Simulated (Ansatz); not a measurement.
`[NH2][GeH]([OH])[F]` + HCl → `[NH2][GeH]([F])[Cl]` + H₂O at 400 K and 1 bar (ligand exchange at a Ge–O bond).

Computed with Ansatz on PBE0-D4/def2-TZVP structures; ΔE is electronic, products minus reactants. CCSD(T)/CBS adds triple-zeta CCSD(T) − MP2 to the extrapolated MP2 energy (def2 sets, frozen cores). This one scheme is used for every species. For Ge outer-core shells are correlated without core-valence functions, which leaves a few kJ/mol of doubt a bond. Scalar relativity is left out up to krypton. One conformer a species, not always the lowest.

```csv
species,CCSD(T)/CBS energy (Eh),H − E (kJ/mol),S (J/(mol·K))
`[NH2][GeH]([OH])[F]`,-2308.27492,161.3,358.1
HCl,-460.38127,29.6,195.4
`[NH2][GeH]([F])[Cl]`,-2692.28962,127.3,358.9
H₂O,-76.37941,69.8,198.6
```

H − E and S are ideal-gas, rigid-rotor, harmonic terms from PBE0-D4/def2-TZVP, for one conformer and one mirror image of each species. 1 Eh = 2625.50 kJ/mol, R = 8.31446 J/(mol·K).

By hand: ΔE, ΔH, ΔS and ΔG.

ΔE = (-2692.28962) + (-76.37941) − (-2308.27492) − (-460.38127) = -0.01284 Eh = -33.7 kJ/mol. Δ(H − E) = 127.3 + 69.8 − 161.3 − 29.6 = 6.2, so ΔH = -27.5 kJ/mol. ΔS = 358.9 + 198.6 − 358.1 − 195.4 = 4.0 J/(mol·K). ΔG = -27.5 − 400 × (4.0)/1000 = -29.1 kJ/mol.

By hand: the equilibrium constant, and the temperature at which ΔG would vanish if ΔH and ΔS stayed fixed.

log₁₀ K = −ΔG/(RT ln 10) = 3.8. ΔH and −TΔS have one sign here, so there is no such temperature.

The number of gas molecules stays the same, so ΔS is small and ΔH decides. A doubt of 5 kJ/mol in ΔE shifts log₁₀ K by 0.7 here. Other conformers and mirror images would add mixing entropy, several J/(mol·K) or more a flexible species. These are equilibria of isolated gas molecules and say nothing of rates. Largest T1 diagnostic: 0.012 (customary marks: 0.02 for closed shells, 0.045 for open ones).

ΔS is within the doubt of such terms, so its sign, and with it that verdict, could turn.
